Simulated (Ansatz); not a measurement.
Geometry optimisation, UHF/6-31G* (Ansatz).

Input:

```yaml
crystal:
  periodic: [false, false, false]
  atoms:
    - { symbol: B, position_ang: [0.0, 0.0, 0.0] }
    - { symbol: H, position_ang: [0.0, 0.0, 1.44] }
    - { symbol: C, position_ang: [1.3856, 0.0, -0.8] }
    - { symbol: H, position_ang: [1.7152, -1.0462, -0.9702] }
    - { symbol: H, position_ang: [1.2491, 0.508, -1.7774] }
    - { symbol: H, position_ang: [2.1552, 0.5381, -0.2082] }
    - { symbol: "N", position_ang: [-1.3423, 0.0, -0.775] }
    - { symbol: H, position_ang: [-2.0112, -0.8164, -0.6764] }
    - { symbol: H, position_ang: [-1.5914, 0.8164, -1.4036] }
    - { symbol: F, position_ang: [0.0, 0.0, 2.66] }
magnetization:
  spin_polarized: true
  initial_magnetization: 1
basis:
  gaussian: { orbitals: "6-31G*" }
hamiltonian:
  xc: hf
relax:
  f_tol: 0.15
  max_steps: 25
  restrain:
    - { distance: [1, 9], at: 0.92, k: 30.0 }
    - { distance: [0, 1], at: 2.39, k: 30.0 }
output:
  orbitals: {}
```

Launched with:

```bash
$ ansatz run input.yaml --threads 1 --pin off --max-ram 2048MiB --backend cpu --events-out ev --progress --plain --runs-dir out
```

Where does it end, and by what steps?

It converged. The restraints hold the end off the free minimum. The force dipped under the threshold on the way, but the program's further checks kept it going. After 20 steps the energy has fallen by 2.359 eV (the restraints' own energy left out); H8 moved furthest, 0.89 Å. Joined: H2–F10 (1.22 → 0.92 Å).

| step | energy less start (eV) | largest force component (eV/Å) | accepted |
| --- | --- | --- | --- |
| 0 | 0.0000 | 2.805 | yes |
| 1 | -1.0628 | 3.611 | yes |
| 2 | -1.0324 | 8.509 | yes |
| 3 | -1.7649 | 1.660 | yes |
| 4 | -2.1022 | 1.003 | yes |
| 5 | -2.2091 | 1.250 | yes |
| 6 | -2.2869 | 0.650 | yes |
| 7 | -2.2872 | 1.518 | no |
| 8 | -2.3286 | 0.181 | yes |
| 9 | -2.3367 | 0.101 | yes |
| 10 | -2.3266 | 1.379 | no |
| 11 | -2.3411 | 0.404 | yes |
| 12 | -2.3457 | 0.339 | yes |
| 13 | -2.3514 | 0.131 | yes |
| 14 | -2.2974 | 2.012 | no |
| 15 | -2.3475 | 0.702 | no |
| 16 | -2.3534 | 0.182 | yes |
| 17 | -2.3563 | 0.084 | yes |
| 18 | -2.3533 | 0.682 | no |
| 19 | -2.3570 | 0.210 | yes |
| 20 | -2.3590 | 0.117 | yes |

```xyz
10
Properties=species:S:1:pos:R:3
B -0.002 -0.012 -0.261
H -0.042 -0.254 2.115
C 1.391 0.083 -0.991
H 1.909 -0.873 -0.936
H 1.297 0.351 -2.043
H 2.040 0.813 -0.514
N -1.265 0.052 -0.815
H -2.104 -0.026 -0.283
H -1.427 0.181 -1.793
F -0.237 -0.313 3.011
```

The run took 52 s on 1 thread of Arm Neoverse N1, on a shared host, peak memory 0.15 GiB.
